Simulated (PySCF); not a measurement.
**Working out the ionisation energy of Ti**

Ti [Ar] 3d2 4s2 (3F) → Ti⁺ [Ar] 3d2 4s1 (4F). All numbers are calculated (PySCF 2.14, scalar relativity by spin-free X2C-1e, in aug-cc-pVDZ-DK (7s6p4d2f, 59 functions)). Frozen: [Ar]. Energies in hartree (1 hartree = 27.21139 eV):

| part | Ti (lower) | Ti⁺ (upper) |
| --- | --- | --- |
| UHF | -852.744824 | -852.540382 |
| MP2 opposite-spin | -0.027715 | 0.000000 |
| MP2 same-spin | -0.008125 | -0.008277 |

What does Hartree-Fock give?

(-852.540382) − (-852.744824) = 0.204442 hartree = 5.563 eV.

What do MP2 and SCS-MP2 (6/5 opposite-spin, 1/3 same-spin) give?

The opposite-spin parts differ by 0.754 eV and the same-spin parts by -0.004 eV. MP2: 5.563 + (0.754) + (-0.004) = 6.313 eV. SCS-MP2: 5.563 + 1.2 × (0.754) + (-0.004)/3 = 6.466 eV.

Measured between the centres of the two terms (NIST): 6.828 eV, so MP2 (valence) is off by -0.515 eV.

A double-zeta basis recovers only part of the correlation energy.

What remains against the reference includes basis incompleteness, the frozen core and correlation beyond second order.
